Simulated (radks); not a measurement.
Values are calculated unless marked as measured or tabulated.
Task: The praseodymium ion Pr12+, [Kr] 4d10 5s1. Code: a radial shooting solver on a logarithmic mesh with Libxc functionals. Model: non-relativistic Kohn-Sham, exchange-only LDA, spin-polarised, spherical densities, point nucleus. Every spin shell is full or empty, so the densities are truly spherical. Functionals are evaluated on that one density, not self-consistently. Rank these exchange functionals by their error against the exact value of the orbitals, and give that value: LDA, B88, PBEsol, revPBE, RPBE, PW91, PW86, OPTX, AM05, SOGGA, G96, revTPSS, MS2, Tao-Mo, MVS.

Result: Exact: -199.164 hartree. From best to worst, with 100 (|E| - |E exact|)/|E exact| (equal figures are ties): B88 +0.01, PW91 -0.03, MVS +0.05, RPBE -0.25, PW86 -0.28, revPBE -0.30, G96 +0.36, MS2 -0.64, Tao-Mo -0.85, revTPSS -0.95, OPTX +1.40, PBEsol -2.19, SOGGA -2.21, AM05 -4.34, LDA -4.67.
